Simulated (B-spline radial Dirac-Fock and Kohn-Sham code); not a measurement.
**Dipole and non-dipole photoemission parameters of Ge⁺ 3p3/2**

System: germanium as Ge⁺, 1s2 2s2 2p6 3s2 3p6 3d10 4s2 4p1; threshold 133.9 eV (orbital energy of the model). Level of theory: Dirac-Hartree-Slater photoionisation with a Latter tail; cross sections with all multipoles, angular parameters from the dipole term and its interference with E2; a radial finite-basis atomic code.

```csv
hν (eV),σ (kb),β,γ,δ
224,495,0.789,0.168,0.037
343,406,1.369,0.103,0.004
444,305,1.514,0.018,0.000
534,236,1.573,-0.017,0.000
600,197,1.598,-0.024,0.001
800,120,1.626,0.003,0.003
851,106,1.627,0.017,0.004
904,94.6,1.627,0.033,0.004
1210,51.7,1.609,0.141,0.008
1253.6,47.9,1.604,0.158,0.008
1330,42.0,1.597,0.186,0.009
1360,39.9,1.594,0.197,0.010
1486.9,32.5,1.580,0.244,0.011
1750,22.1,1.549,0.337,0.015
1990,?,?,?,?
2984.4,5.61,1.403,0.689,0.035
3850,2.77,1.314,0.868,0.051
6000,0.754,1.132,1.176,0.092
7500,0.379,1.031,1.321,0.122
9170,0.201,0.936,1.442,0.154
11400,0.0990,0.832,1.564,0.196
11800,0.0883,0.815,1.582,0.203
12000,0.0836,0.807,1.591,0.207
```

Problem. Give the values at 1990 eV.

Solution. σ = 16.1 kb, β = 1.520, γ = 0.417, δ = 0.018.

Values without a named source are computed, but for edge energies of neutral atoms, which are taken from tables.
